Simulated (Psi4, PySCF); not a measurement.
C$_{4}$H$_{12}$FNSi (SMILES CC(C)(C)N[SiH2]F), singlet, at a GFN2-xTB geometry, atoms displaced at random by about 0.08 Å a coordinate. Base run: TPSS/STO-3G, gradient (PySCF).

Here is a job for PySCF.
```python
from pyscf import gto, scf, dft

mol = gto.Mole()
mol.atom = '''
    Si    1.65792936    0.19443579   -0.30111717
    F     2.76211931   -0.33300045    0.89289358
    N    -0.00689296   -0.18218295    0.50381375
    C    -1.41023884    0.01304702   -0.08351558
    C    -2.11096366    0.23881546    1.07043474
    C    -1.26926286    1.21644954   -0.92902418
    C    -1.64231826   -1.14666128   -0.83230136
    H     1.84983971   -0.58468099   -1.57230900
    H     1.89465192    1.64442620   -0.40630097
    H     0.31977181   -0.85026355    1.37810878
    H    -1.59945088    1.33039947    1.65529401
    H    -1.97537973   -0.56762367    1.81356138
    H    -3.23132683    0.50224917    0.82234705
    H    -2.28178122    1.49611427   -1.18555074
    H    -0.57520587    1.06867816   -1.73923185
    H    -0.83854622    2.12240728   -0.34083661
    H    -1.66040285   -2.27332296    0.01584113
    H    -1.06799746   -1.32255531   -1.58639090
    H    -2.83978638   -1.13189926   -1.05962837
'''
mol.basis = 'sto-3g'
mol.verbose = 4
mol.build()

mf = dft.RKS(mol)
mf.xc = 'tpss'
mf.kernel()
g = mf.nuc_grad_method()
grad = g.kernel()
```

Programs used: Psi4, PySCF; a row that names a program was run with it.

The coordinate followed is z of atom 18.

The base run was repeated with changes; each row names its change, and settings that it needs were set with it.

```csv
change,dE/dx (Eh/bohr),net force (Eh/bohr)
base,0.126151,0.000228
code = psi4,0.126146,0.000468
density fitting = on; auxbasis_response = off,0.126162,0.002594
grids.level = 5; grid_response = off,0.126149,0.000020
density fitting = on,0.126150,0.000228
grids.level = 5; grid_response = on,0.126150,0.000000
grids.level = 1; grid_response = off,0.126144,0.003493
finite difference step (bohr) = 1e-4; conv_tol = 1e-11,0.126093,-
conv_tol = 1e-11,0.126151,0.000228
finite difference step (bohr) = 1e-5; conv_tol = 1e-11,0.126093,-
conv_tol = 1e-6,0.126152,0.000228
finite difference step (bohr) = 0.01; conv_tol = 1e-11,0.126105,-
```

The net force is zero for an exact gradient.
